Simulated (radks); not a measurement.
Species: K16+. Configuration: [He] 2s1.

Calculated with a radial shooting solver on a logarithmic mesh with Libxc functionals: Dirac Kohn-Sham, exchange-only LDA, spin-unpolarised, spherical densities, finite nucleus; Fermi nuclear charge, rms radius 3.4349 fm.

Energy parts (hartree):
part                  energy
total             -386.96083
kinetic            390.74114
electron-nucleus  -798.46803
Hartree             32.19739
exchange           -11.43133

Orbitals (lengths in bohr, moments of r in powers of bohr; r(max) is where P^2 peaks):
1s1/2: occ. 2; eigenvalue (hartree) -160.9725; <r^4> 0.0001920; r(max) 0.05297; <r> 0.08049; small-component weight 4.63e-03
2s1/2: occ. 1; eigenvalue (hartree) -36.62884; <r^4> 0.02900; r(max) 0.2910; <r> 0.3367; small-component weight 1.03e-03

The highest occupied level is 2s1/2 at -996.72 eV. The density falls to 0.001 e/bohr^3 at r = 0.92 bohr. The electron density at the nucleus is 5039 e/bohr^3. For comparison, the ionisation energy in NIST's Atomic Spectra Database is 1034.5 eV (theoretical). In exact Kohn-Sham theory the highest level is minus the ionisation energy, but local and semilocal functionals leave it too shallow, through self-interaction and a potential that decays too fast; potentials with the right tail come closer. Summed over all electrons, <r^2> = 0.1499 bohr^2, which gives a Langevin (diamagnetic) susceptibility term of -0.119 x 10^-6 cm^3/mol.

Beside tabulated values, note that spin-unpolarised runs miss the spin-polarisation part of the exchange energy of open shells.
